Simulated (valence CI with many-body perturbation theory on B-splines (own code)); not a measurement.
**Te⁴⁶⁺: electric-dipole lines**

Computed by relativistic CI+MBPT: four valence electrons over a frozen Dirac-Fock core [He], a basis of 11 s, 11 p, 10 d, 8 f, 5 g, 2 h functions for each j, with the one-electron correlation potential Σ1, the two-electron term Σ2, the three-electron term Σ3, Breit, model QED; selected CI, second order for the rest, scaled by the run's own slope (own B-spline code, finite nucleus).

The last digits are not significant, and no measured levels were compared; by estimate large intervals hold to a few tenths of a per cent, small ones and those within an open d or f shell to about a per cent. Among the levels kept, up to 840 cm⁻¹ of a level comes from second order outside the variational space, and about a tenth of that is noise between levels of different J, which matters for small intervals.

Lines 51 to 100 of 546 in falling wavelength, among levels below 5791.0 eV, chosen from the strongest by gf and those to the six lowest levels. Wavelengths and rates use the calculated energies. Electric multipoles are in the length gauge, E1 and E2 with the static RPA response of the core. Weak lines are less certain than strong ones. Lines between different terms over intervals too small for the method are left out, as are lines whose strength nearly cancels. The highest levels of a list are the least certain.

Levels are named by their leading jj configuration (3d3/2^4 stands for four electrons in 3d with j = 3/2), which in mixed levels can hold well under half, so a name can repeat and another be missing. Letters in brackets count levels of one name in rising energy.

| λ vac (nm) | Upper | Lower | A (s⁻¹) | log gf | Branch % |
| --- | --- | --- | --- | --- | --- |
| 9.266 | (2s 2p3/2^2 3d3/2) J=3 [a] | (2s 2p3/2^2 3p1/2) J=3 | 1.66e+10 | -0.82 | 0.0 |
| 9.251 | (2s 2p1/2 2p3/2 3p3/2) J=2 [c] | (2s 2p1/2 2p3/2 3s) J=1 [c] | 2.07e+10 | -0.88 | 0.0 |
| 9.251 | (2s 2p3/2^2 3p3/2) J=1 [a] | (2s 2p3/2^2 3s) J=2 [a] | 3.53e+10 | -0.87 | 0.0 |
| 9.245 | (2s 2p1/2 2p3/2 3d3/2) J=2 [a] | (2s 2p1/2 2p3/2 3p1/2) J=2 [a] | 1.71e+10 | -0.96 | 0.0 |
| 9.211 | (2s 2p1/2 2p3/2 3p3/2) J=3 [b] | (2s^2 2p3/2 3p3/2) J=2 | 2.51e+10 | -0.65 | 0.0 |
| 9.200 | (2s 2p1/2^2 3d3/2) J=2 | (2s 2p1/2^2 3p1/2) J=1 | 2.91e+10 | -0.73 | 0.0 |
| 9.183 | (2s^2 2p3/2 3d3/2) J=2 | (2s^2 2p3/2 3p1/2) J=2 | 1.44e+10 | -1.04 | 0.0 |
| 9.164 | (2p1/2 2p3/2^2 3p3/2) J=3 [a] | (2p1/2 2p3/2^2 3s) J=2 [a] | 5.36e+10 | -0.33 | 0.1 |
| 9.146 | (2s^2 2p3/2 3p3/2) J=1 | (2s^2 2p3/2 3s) J=1 | 3.42e+10 | -0.89 | 0.4 |
| 9.112 | (2p1/2 2p3/2^2 3d3/2) J=2 | (2p1/2 2p3/2^2 3p1/2) J=2 [a] | 1.96e+10 | -0.91 | 0.0 |
| 9.080 | (2p1/2^2 2p3/2 3d3/2) J=3 | (2s 2p1/2 2p3/2 3d5/2) J=2 [c] | 1.88e+10 | -0.79 | 0.4 |
| 9.075 | (2s 2p3/2^2 3d3/2) J=2 [a] | (2s 2p3/2^2 3p1/2) J=2 [a] | 2.72e+10 | -0.78 | 0.0 |
| 9.056 | (2p1/2 2p3/2^2 3p3/2) J=2 [a] | (2p1/2 2p3/2^2 3s) J=2 [a] | 2.62e+10 | -0.79 | 0.0 |
| 9.035 | (2s 2p3/2^2 3d3/2) J=3 [a] | (2s 2p3/2^2 3p1/2) J=2 [a] | 1.54e+10 | -0.88 | 0.0 |
| 9.006 | (2s 2p1/2 2p3/2 3p3/2) J=3 [c] | (2s 2p1/2 2p3/2 3s) J=2 [c] | 5.60e+10 | -0.32 | 0.1 |
| 9.003 | (2s^2 2p3/2 3d3/2) J=2 | (2s^2 2p3/2 3p1/2) J=1 | 1.79e+10 | -0.96 | 0.0 |
| 8.982 | (2s 2p1/2^2 3d3/2) J=1 | (2s 2p1/2^2 3p1/2) J=0 | 2.68e+10 | -1.01 | 0.1 |
| 8.982 | (2s 2p3/2^2 3d3/2) J=4 | (2s 2p3/2^2 3p1/2) J=3 | 2.80e+10 | -0.52 | 0.0 |
| 8.960 | (2p1/2 2p3/2^2 3p3/2) J=2 [c] | (2p1/2 2p3/2^2 3s) J=1 [b] | 6.25e+10 | -0.42 | 0.1 |
| 8.908 | (2s 2p3/2^2 3d3/2) J=1 [a] | (2s 2p3/2^2 3p1/2) J=2 [a] | 3.48e+10 | -0.91 | 0.0 |
| 8.877 | (2s 2p1/2 2p3/2 3p3/2) J=2 [b] | (2s 2p1/2 2p3/2 3s) J=2 [b] | 3.00e+10 | -0.75 | 0.0 |
| 8.862 | (2p1/2 2p3/2^2 3d3/2) J=1 | (2p1/2 2p3/2^2 3p1/2) J=1 [a] | 3.69e+10 | -0.89 | 0.1 |
| 8.832 | (2s 2p1/2 2p3/2 3d3/2) J=3 [a] | (2s 2p1/2 2p3/2 3p1/2) J=2 [a] | 3.38e+10 | -0.56 | 0.0 |
| 8.823 | (2s 2p1/2 2p3/2 3d3/2) J=3 [c] | (2s 2p1/2 2p3/2 3p1/2) J=2 [c] | 4.11e+10 | -0.47 | 0.1 |
| 8.821 | (2s 2p3/2^2 3p3/2) J=4 | (2s 2p3/2^2 3s) J=3 | 6.14e+10 | -0.19 | 13.8 |
| 8.821 | (2s 2p3/2^2 3p3/2) J=3 [a] | (2s 2p3/2^2 3s) J=3 | 2.89e+10 | -0.63 | 0.1 |
| 8.804 | (2p1/2^2 2p3/2 3d3/2) J=1 | (2p1/2^2 2p3/2 3p1/2) J=1 | 3.07e+10 | -0.97 | 0.0 |
| 8.782 | (2p1/2 2p3/2^2 3d3/2) J=2 | (2p1/2 2p3/2^2 3p1/2) J=1 [a] | 1.93e+10 | -0.95 | 0.0 |
| 8.773 | (2p1/2 2p3/2^2 3d3/2) J=3 | (2p1/2 2p3/2^2 3p1/2) J=2 [a] | 3.07e+10 | -0.61 | 0.0 |
| 8.767 | (2s 2p1/2 2p3/2 3p3/2) J=2 [a] | (2s 2p1/2 2p3/2 3s) J=1 [a] | 2.59e+10 | -0.83 | 0.0 |
| 8.748 | (2s 2p3/2^2 3p3/2) J=2 [b] | (2s 2p3/2^2 3s) J=1 [b] | 2.36e+10 | -0.87 | 0.2 |
| 8.726 | (2s 2p1/2^2 3p3/2) J=2 | (2s 2p1/2^2 3s) J=1 | 6.18e+10 | -0.45 | 1.1 |
| 8.710 | (2s 2p1/2 2p3/2 3d3/2) J=2 [a] | (2s 2p1/2 2p3/2 3p1/2) J=1 [a] | 2.15e+10 | -0.91 | 0.0 |
| 8.705 | (2s^2 2p1/2 3d3/2) J=2 | (2s^2 2p1/2 3p1/2) J=1 | 4.14e+10 | -0.63 | 0.1 |
| 8.666 | (2p1/2^2 2p3/2 3p3/2) J=2 | (2p1/2^2 2p3/2 3s) J=1 | 4.52e+10 | -0.59 | 0.0 |
| 8.656 | (2s 2p1/2 2p3/2 3p3/2) J=3 [a] | (2s 2p1/2 2p3/2 3s) J=2 [a] | 6.23e+10 | -0.31 | 0.4 |
| 8.652 | (2s 2p1/2 2p3/2 3d3/2) J=1 [a] | (2s 2p1/2 2p3/2 3p1/2) J=1 [a] | 3.56e+10 | -0.92 | 0.0 |
| 8.650 | (2p1/2 2p3/2^2 3p3/2) J=1 [c] | (2p1/2 2p3/2^2 3s) J=0 | 4.56e+10 | -0.81 | 0.0 |
| 8.620 | (2s 2p1/2 2p3/2 3d3/2) J=4 | (2s 2p1/2 2p3/2 3p1/2) J=3 | 2.07e+10 | -0.68 | 5.7 |
| 8.608 | (2s^2 2p3/2 3d3/2) J=3 | (2s^2 2p3/2 3p1/2) J=2 | 4.36e+10 | -0.47 | 0.0 |
| 8.577 | (2s 2p3/2^2 3d3/2) J=1 [c] | (2s 2p3/2^2 3p1/2) J=1 [b] | 2.53e+10 | -1.08 | 0.0 |
| 8.562 | (2s 2p3/2^2 3p3/2) J=2 [b] | (2s 2p3/2^2 3s) J=1 [a] | 2.67e+10 | -0.83 | 0.2 |
| 8.540 | (2p1/2 2p3/2^2 3d3/2) J=4 | (2p1/2 2p3/2^2 3p1/2) J=3 | 1.06e+10 | -0.98 | 0.7 |
| 8.494 | (2s 2p3/2^2 3d3/2) J=3 [b] | (2s 2p3/2^2 3p1/2) J=2 [b] | 4.23e+10 | -0.49 | 0.1 |
| 8.485 | (2s 2p3/2^2 3p3/2) J=2 [c] | (2s 2p3/2^2 3s) J=1 [c] | 2.57e+10 | -0.86 | 0.5 |
| 8.479 | (2s^2 2p3/2 3d3/2) J=1 | (2s^2 2p3/2 3p1/2) J=1 | 3.23e+10 | -0.98 | 0.0 |
| 8.454 | (2s 2p3/2^2 3p3/2) J=2 [c] | (2s 2p3/2^2 3s) J=2 [b] | 1.63e+10 | -1.06 | 0.3 |
| 8.453 | (2p1/2 2p3/2^2 3p3/2) J=1 [b] | (2p1/2 2p3/2^2 3s) J=2 [b] | 2.71e+10 | -1.06 | 0.0 |
| 8.445 | (2s 2p1/2 2p3/2 3d3/2) J=3 [b] | (2s 2p1/2 2p3/2 3p1/2) J=3 | 1.70e+10 | -0.89 | 0.0 |
| 8.429 | (2s 2p1/2 2p3/2 3p3/2) J=2 [d] | (2s 2p1/2 2p3/2 3s) J=2 [c] | 1.94e+10 | -0.99 | 0.0 |

**Question.** How does gf follow from A for the line at 9.146 nm?

**Answer.** gf = 1.4992 × (2J+1)_upper × A / σ², with σ = 1093434 cm⁻¹ and 2J+1 = 3: gf = 0.129.
